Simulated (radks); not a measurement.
Q: The silver ion Ag+, [Kr] 4d10. Calculated with a radial shooting solver on a logarithmic mesh with Libxc functionals: non-relativistic Kohn-Sham, r2SCAN, spin-polarised, spherical densities, point nucleus; meta-GGA in the generalised Kohn-Sham scheme. Every spin shell is full or empty, so the densities are truly spherical. Functionals are evaluated on that one density, not self-consistently. Rank these exchange functionals by their error against the exact value of the orbitals, and give that value: LDA, B88, PBEsol, WC, G96, EV93, revTPSS, Tao-Mo, MVS.

A: Exact: -143.837 hartree. From best to worst, with 100 (|E| - |E exact|)/|E exact| (equal figures are ties): B88 +0.02, MVS +0.09, EV93 -0.24, G96 +0.34, Tao-Mo -0.79, WC -0.89, revTPSS -0.90, PBEsol -2.32, LDA -4.98.
